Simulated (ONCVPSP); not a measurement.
**Co, ONCV: configuration errors across variants**

cobalt (Co), optimised norm-conserving Vanderbilt (ONCV), made with ONCVPSP 4.0.1 (LDA (Perdew-Wang 92), scalar-relativistic). Core [Ar], reference 3d8 4s1. Waves: 4s: rc 2.65 bohr, ncon 5, nbas 9, qcut 2.1 1/bohr, 2 projectors, debl 1.7 Ha; p scattering state at 0.34 Ha: rc 2.10 bohr, ncon 4, nbas 7, qcut 4.7 1/bohr, 1 projector; 3d: rc 0.85 bohr, ncon 4, nbas 8, qcut 13.4 1/bohr, 2 projectors, debl 2.6 Ha. Local part: polynomial inside 0.70 bohr (lpopt 3, dvloc0 1 Ha). Core correction: polynomial model core, fcfact 0.25.

All-electron excitation energies from the reference (eV): (1) 3d7 4s2 1.247; (2) 3d7 4s1 10.536; (3) 3d7 4s0 27.614; (4) 3d7.5 4s1.5 0.262.

A true bound ghost makes a file unfit for plane-wave use even where its test errors are small: the radial tests pick states by their node count and pass the ghost by.

Errors AE − PS in meV (a dash: test not solved or not reliable):

```json
{"change": "base", "(1)": "-53", "(2)": "-44", "(3)": "-79", "(4)": "-9.3", "bound ghosts": "s, p", "GHOST(+) flags above zero": "none"}
{"change": "d: debl 0.2", "(1)": "-53", "(2)": "-44", "(3)": "-80", "(4)": "-9.3", "bound ghosts": "s, p", "GHOST(+) flags above zero": "d"}
{"change": "d: debl 0.25", "(1)": "-53", "(2)": "-44", "(3)": "-80", "(4)": "-9.3", "bound ghosts": "s, p", "GHOST(+) flags above zero": "d"}
{"change": "d: debl 0.4", "(1)": "-53", "(2)": "-44", "(3)": "-80", "(4)": "-9.3", "bound ghosts": "s, p", "GHOST(+) flags above zero": "d"}
{"change": "d: debl 0.75", "(1)": "-53", "(2)": "-44", "(3)": "-80", "(4)": "-9.3", "bound ghosts": "s, p", "GHOST(+) flags above zero": "none"}
{"change": "d: debl 1.25", "(1)": "-53", "(2)": "-44", "(3)": "-80", "(4)": "-9.3", "bound ghosts": "s, p", "GHOST(+) flags above zero": "none"}
{"change": "d: debl 1.75", "(1)": "-53", "(2)": "-44", "(3)": "-80", "(4)": "-9.3", "bound ghosts": "s, p", "GHOST(+) flags above zero": "none"}
{"change": "d: debl 2.15", "(1)": "-53", "(2)": "-44", "(3)": "-80", "(4)": "-9.3", "bound ghosts": "s, p", "GHOST(+) flags above zero": "none"}
{"change": "d: debl 3.25", "(1)": "-53", "(2)": "-44", "(3)": "-79", "(4)": "-9.3", "bound ghosts": "s, p", "GHOST(+) flags above zero": "none"}
{"change": "d: debl 5.3", "(1)": "-53", "(2)": "-44", "(3)": "-79", "(4)": "-9.3", "bound ghosts": "s, p", "GHOST(+) flags above zero": "none"}
```

Task: Give the same row for: d: debl 0.55.

Result: -53, -44, -80, -9.3; bound ghosts: s, p; GHOST(+) flags above zero: none.
